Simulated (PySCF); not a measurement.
# Bond lengths and vibrations by method: CH5Si

These are calculations, not measurements. They come from PySCF 2.14.0, an open-source quantum chemistry program, on an isolated molecule that a program drew, which may never have been made. The molecule is CH5Si (charge 0, doublet), drawn as the SMILES string `C[SiH2]`.

The geometry was optimised and harmonic frequencies were computed with HF and MP2, all in the cc-pV(D+d)Z basis, for the commonest isotopes, with a restricted reference for singlets and an unrestricted one otherwise, and a frozen core in MP2. Each result is a local minimum of its method.

Geometry at the HF minimum:
```xyz
7
CH5Si, angstrom
C    -0.5259    0.7163   -1.4132
Si   -1.5104    1.9868   -0.4246
H    -1.0298   -0.2531   -1.4103
H    -0.4097    1.0374   -2.4511
H     0.4718    0.5831   -0.9840
H    -1.6979    1.5504    0.9824
H    -0.8493    3.3165   -0.4423
```

Lengths of the bonds as drawn, in Å (atoms numbered as above):
| bond | HF | MP2 |
|---|---|---|
| C1-Si2 | 1.887 | 1.888 |
| C1-H3 | 1.093 | 1.102 |
| C1-H4 | 1.093 | 1.102 |
| C1-H5 | 1.094 | 1.104 |
| Si2-H6 | 1.485 | 1.487 |
| Si2-H7 | 1.485 | 1.487 |

Rotational constants, in GHz:
```
constant     HF    MP2
       A  73.14  72.54
       B  11.63  11.61
       C  11.08  11.05
```

Harmonic frequencies in cm^-1, each column in rising order, so a row needn't be the same motion in every method:
```
rank    HF   MP2
   1   207   202
   2   558   528
   3   625   583
   4   716   703
   5   922   863
   6   946   895
   7  1006   964
   8  1385  1279
   9  1551  1454
  10  1553  1456
  11  2281  2252
  12  2289  2271
  13  3167     ?
  14  3247  3183
  15  3261  3200
```

**Estimate the missing MP2 frequency from the HF column.**

A single factor s that minimises the squared misfit of MP2 against s times HF over the other rows is sum(HF x MP2) / sum(HF^2) = 0.9726, with an rms misfit of 36 cm^-1. For rank 13 it gives 0.9726 x 3167 = 3080 cm^-1. The calculation gives 3082 cm^-1, 2 cm^-1 above the estimate. The drawn bonds are on average 0.5 % longer in MP2 than in HF.
